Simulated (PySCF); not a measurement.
# Fractional electron number in Sm (samarium, neutral)

The 6s beta orbital of [Xe] 4f6 6s2 is emptied in steps (occupation f), with all orbitals relaxed, ending at [Xe] 4f6 6s1. Computed with PySCF 2.14 in def2-TZVP with the def2 core potential (28 electrons) (10s7p5d4f1g, 93 functions), with scalar relativity through the core potential. The exact energy is a straight line in f; departures are measured from the line between the end points of the same method.

| f | PBE0 (eV) | r2SCAN (eV) | LC-wPBE (eV) |
| --- | --- | --- | --- |
| 1 | 0.000 | 0.000 | 0.000 |
| 0.9 | -0.140 | -0.162 | 0.014 |
| 0.7 | -0.328 | -0.370 | 0.031 |
| 0.5 | -0.391 | -0.429 | 0.034 |
| 0.3 | -0.328 | -0.346 | 0.026 |
| 0.1 | -0.137 | -0.139 | 0.011 |
| 0 | 0.000 | 0.000 | 0.000 |

Problem. For PBE0, how does the orbital energy at f = 1 compare with the removal energy?

Solution. −ε = 3.944 eV against a total-energy difference of 5.498 eV. By Janak's theorem ε = ∂E/∂f, so the gap between them reflects the curvature. Along the path −ε is 4.250 (f = 0.9), 4.868 (f = 0.7), 5.494 (f = 0.5), 6.132 (f = 0.3), 6.768 (f = 0.1) eV.

```json
{"method": "PBE0", "E(f=0) − E(f=1) (eV)": "5.498", "−ε at f=1 (eV)": "3.944", "−ε at f=0.5 (eV)": "5.494"}
{"method": "r2SCAN", "E(f=0) − E(f=1) (eV)": "5.258", "−ε at f=1 (eV)": "3.446", "−ε at f=0.5 (eV)": "5.325"}
{"method": "LC-wPBE", "E(f=0) − E(f=1) (eV)": "5.317", "−ε at f=1 (eV)": "5.476", "−ε at f=0.5 (eV)": "5.302"}
```

Reference removal energy between the ground levels: 5.644 eV (measured; NIST Atomic Spectra Database, ionization energies). The calculation has no spin-orbit coupling.
